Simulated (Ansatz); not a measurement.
Cartesian coordinates in Å:
```
O -0.351 1.070 1.510
Ga -0.247 0.234 -0.043
F -1.358 0.810 -1.257
S 1.100 -1.396 -0.570
H 0.261 0.747 2.175
H 0.594 -1.465 -1.814
```

Charge 0, multiplicity 1.

(1) List the PBE/def2-TZVPP orbital energies in eV (Ansatz). (An estimate is asked.)

Answers

(1) Computed: Occupied: -10094.46, -2396.41, -1234.29, -1094.03, -1093.91, -1093.89, -659.04, -510.62, -209.36, -155.49, -155.42, -155.28, -144.26, -98.88, -98.64, -98.58, -28.29, -24.99, -20.99, -20.82, -20.78, -20.65, -20.52, -18.35, -12.74, -10.96, -10.54, -9.22, -9.19, -8.95, -7.96, -7.89, -6.95. Lowest empty: -2.16, -1.22, -0.88, 0.31, 1.31, 2.18, 3.40, 3.96.
